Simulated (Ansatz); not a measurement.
Born–Oppenheimer molecular dynamics of FGeH6N (9 atoms, charge 0, multiplicity 1). It starts at the highest image of a converged band. Of that band: Neighbouring images differ by up to 2.1 eV, so the band resolves the path poorly. A vibrational analysis at the climbing image gives one clearly imaginary mode, 1840i cm⁻¹: a first-order saddle point.

Level of theory: RHF/def2-SVP in Ansatz 0.2.0.

* ensemble: NVE (velocity Verlet)
* time step: 0.5 fs
* steps asked: 200
* starting velocities drawn for: 100 K
* seed: 10582

First frame:

```xyz
9
Properties=species:S:1:pos:R:3
Ge -0.317 0.035 -0.125
H -0.034 -0.971 1.704
H 0.840 0.909 0.305
F -0.997 0.986 -1.438
H -0.188 -1.322 -0.779
N -1.848 0.174 1.058
H -2.687 -0.290 0.744
H -2.080 1.101 1.378
H -1.070 -0.490 1.715
```

Problem. How far do the bonds stretch over the last three quarters of this one trajectory? (Pairs bonded in most of those frames.)

Solution. 
```json
{"bond": "Ge1–H2", "mean (Å)": "1.553", "spread (Å)": "0.069", "shortest": "1.43", "longest": "1.68"}
{"bond": "Ge1–H3", "mean (Å)": "1.543", "spread (Å)": "0.046", "shortest": "1.46", "longest": "1.61"}
{"bond": "Ge1–F4", "mean (Å)": "1.812", "spread (Å)": "0.105", "shortest": "1.61", "longest": "1.94"}
{"bond": "Ge1–H5", "mean (Å)": "1.541", "spread (Å)": "0.033", "shortest": "1.48", "longest": "1.59"}
{"bond": "N6–H7", "mean (Å)": "1.009", "spread (Å)": "0.021", "shortest": "0.97", "longest": "1.05"}
{"bond": "N6–H8", "mean (Å)": "1.008", "spread (Å)": "0.022", "shortest": "0.97", "longest": "1.05"}
{"bond": "N6–H9", "mean (Å)": "1.010", "spread (Å)": "0.027", "shortest": "0.96", "longest": "1.06"}
```

Pairs bonded in part of these frames only: Ge1–N6 26 %.

Mean temperature of the second half: 1890 K. The conserved energy stayed within 0.24 meV per atom of its start (net change -0.097 meV per atom), so the integration is sound. The kinetic energy rose, since the run started high on the potential surface and went downhill. It ends in pieces (FGeH3 + H3N), so much of that is their flight and rotation, not heat. A run of 0.1 ps of so small a system gives no equilibrium averages. The orbitals stay closed-shell, which can raise the energy where a bond breaks towards radicals; this wasn't checked here.

The run took 4.9 min on 1 thread of Arm Neoverse V2, with other jobs on the host, peak memory 0.17 GiB.
